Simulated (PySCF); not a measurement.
Compound: C4H9FNSi2 (doublet state).
Structure used (GFN2-xTB), in Å, numbered top down from 1:
```xyz
17
C4H9FNSi2 angstrom
F     -2.2006   -2.4212   -0.1971
Si    -0.7403   -2.0591   -0.7575
N     -0.4976   -0.4079   -0.3045
C      0.6988    0.2662   -0.6435
Si     1.6412    0.8671    1.0225
C     -1.1881    0.2320    0.7442
C     -0.2964    1.2613    1.3957
C     -1.3080    1.7418    0.7269
H      0.1655   -2.9878   -0.1006
H     -0.8200   -2.1436   -2.2060
H      1.3164   -0.3650   -1.2733
H      0.4960    1.2032   -1.1605
H      2.9670    0.5578    0.3600
H      1.9114    2.2970    1.2441
H      1.6878   -0.1527    2.0762
H     -1.9056   -0.3876    1.2622
H     -1.9347    2.5105    0.3474
```

The hyperfine couplings belong to this conformer and change with its torsions.

As a line formula: `F[SiH2]N(C[SiH3])[C@H]1[C]=C1` [radical].

Method used: UKS B3LYP, pcH-1 on C F H N Si, non-relativistic, mean-field spin-orbit, GIAO (PySCF 2.14.0). Geometry: GFN2-xTB, one conformer, isolated molecule. A GFN2-xTB geometry isn't a minimum of the functional, and hyperfine couplings can be far from their values at a DFT geometry. No stability test was run, so a lower SCF solution isn't excluded.

Task: The isotropic 29Si couplings are +22.1, +15.3 MHz. Assign them to Si2; Si5.

Result: 
| site | a_iso (MHz) | ρ(0) (bohr⁻³) | position | distance from C7 (Å) | spin population | largest \|T\| (MHz) |
| --- | --- | --- | --- | --- | --- | --- |
| Si2 | +15.3 | -0.0172 | 1 bond from N3 | 3.98 | 0.00 | 1.0 |
| Si5 | +22.1 | -0.0250 | 2 bonds from N3 | 2.01 | -0.04 | 6.6 |

Task: The isotropic 13C couplings are +142.5, +16.1, -13.3, -8.6 MHz. Assign them to C4; C6; C7; C8.

Result: 
```
site  a_iso (MHz)  ρ(0) (bohr⁻³)                 position  distance from C7 (Å)  spin population  largest |T| (MHz)
  C4        +16.1        +0.0143           1 bond from N3                  2.48            +0.06               16.9
  C6         -8.6        -0.0077           1 bond from N3                  1.51            +0.11               29.8
  C7       +142.5        +0.1268  largest spin population                  0.00            +0.29               50.8
  C8        -13.3        -0.0118           1 bond from C7                  1.30            +0.06               22.9
```

Task: Match the computed a_iso(1H) values +115.2, +68.3, +29.9, +19.6, +11.7, -4.9, -1.5 MHz (means over equivalent nuclei) with the sites H9; H10; H11; H12; H13/H14/H15; H16; H17.

Result: 
```
       site  a_iso (MHz)  ρ(0) (bohr⁻³)                                         position  distance from C7 (Å)  bound to  spin population there  largest |T| (MHz)
         H9        +19.6        +0.0044                                  2 bonds from N3                  4.53       Si2                   0.00                2.9
        H10        +11.7        +0.0026                                  2 bonds from N3                  4.98       Si2                   0.00                3.3
        H11         -4.9        -0.0011                                  2 bonds from N3                  3.52        C4                  +0.06                6.9
        H12        +68.3        +0.0153                                  2 bonds from N3                  2.68        C4                  +0.06                5.7
H13/H14/H15       +115.2        +0.0258                                  3 bonds from N3                  2.82       Si5                  -0.04                3.4
        H16         -1.5        -0.0003  2 bonds from N3, on C6 of spin population +0.11                  2.31        C6                  +0.11               10.4
        H17        +29.9        +0.0067                                  2 bonds from C7                  2.31        C8                  +0.06                6.7
```

ρ(0) is the spin density at the nucleus and T the dipolar tensor; a_iso includes a spin–orbit part; entries for several nuclei are means. The largest Mulliken spin populations are on C7 (+0.29), N3 (+0.28), H13 (+0.13) and C6 (+0.11). Main spin sites, with 60 % or more of the largest population: N3, C7; positions count bonds from the nearest.

Means are taken over nuclei equivalent by connectivity, which assumes that they swap fast. The three 1H nuclei of mean +115.2 MHz run from 25.5 to 226.1 MHz in the frozen geometry.

The SMILES `F[SiH2]N(C[SiH3])[C@H]1[C]=C1` draws the unpaired electron on C7, whose computed spin population is only +0.29.

The run took 2.1 min wall (grids of density and orbitals included) on an Arm Neoverse V1 with one thread, shared host with 64 logical CPUs at a one-minute load of 20, and the process peaked at 1.1 GiB of memory.
